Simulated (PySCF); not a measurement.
# Electron correlation in O (oxygen, neutral)

[He] 2s2 2p4, high-spin 3P determinant. All numbers are calculated (PySCF 2.14, the spin-free X2C one-electron Hamiltonian (Gaussian nucleus), in cc-pVDZ-DK). Frozen: 1s2; 6 electrons correlated.

MP2 pair energies summed by pair of shells (mhartree):

| pair | energy | share (%) |
| --- | --- | --- |
| 2p-2p | -49.29 | 48.3 |
| 2s-2p | -44.91 | 44.0 |
| 2s-2s | -7.83 | 7.7 |

Total MP2 correlation energy: -102.03 mhartree.

Same-spin part -26.07 and opposite-spin part -75.96 mhartree; SCS-MP2 scales them by 1/3 and 6/5 to -99.84 mhartree.

```json
{"level": "CCSD", "correlation energy (mhartree)": "-117.10"}
{"level": "(T)", "correlation energy (mhartree)": "-0.75"}
{"level": "CCSD(T)", "correlation energy (mhartree)": "-117.85"}
```

Diagnostics: T1 = 0.0033, D1 = 0.0071, largest double amplitude 0.054.

Cost of the coupled-cluster step: 0.06 s of wall time on 1 thread of Intel(R) Xeon(R) 6975P-C (shared host), for 6 correlated electrons.

Iterations:

```
CC2 = 0
CCSD nocc = (np.int64(4), np.int64(2)), nmo = (13, 13)
frozen orbitals [[0], [0]]
max_cycle = 100
direct = 0
conv_tol = 1e-08
conv_tol_normt = 1e-06
diis_space = 8
diis_start_cycle = 0
Init t2, MP2 energy = -0.102030603383082
Init E_corr(UCCSD) = -0.102030603397701
cycle = 1  E_corr(UCCSD) = -0.114212436786876  dE = -0.0121818334  norm(t1,t2) = 0.0230494
cycle = 2  E_corr(UCCSD) = -0.116305712108919  dE = -0.00209327532  norm(t1,t2) = 0.00685681
cycle = 3  E_corr(UCCSD) = -0.117124936288229  dE = -0.000819224179  norm(t1,t2) = 0.00287917
cycle = 4  E_corr(UCCSD) = -0.117095669734215  dE = 2.9266554e-05  norm(t1,t2) = 0.000778492
cycle = 5  E_corr(UCCSD) = -0.117103544562429  dE = -7.87482821e-06  norm(t1,t2) = 0.000135068
cycle = 6  E_corr(UCCSD) = -0.117103429296187  dE = 1.15266242e-07  norm(t1,t2) = 2.02035e-05
cycle = 7  E_corr(UCCSD) = -0.117103522477764  dE = -9.31815766e-08  norm(t1,t2) = 2.58053e-06
cycle = 8  E_corr(UCCSD) = -0.117103499699745  dE = 2.27780187e-08  norm(t1,t2) = 3.50431e-07
cycle = 9  E_corr(UCCSD) = -0.117103502194053  dE = -2.49430804e-09  norm(t1,t2) = 5.83308e-08
UCCSD converged
E(UCCSD) = -74.96126353165951  E_corr = -0.1171035021940532
UCCSD(T) correction = -0.000750481919075683
```
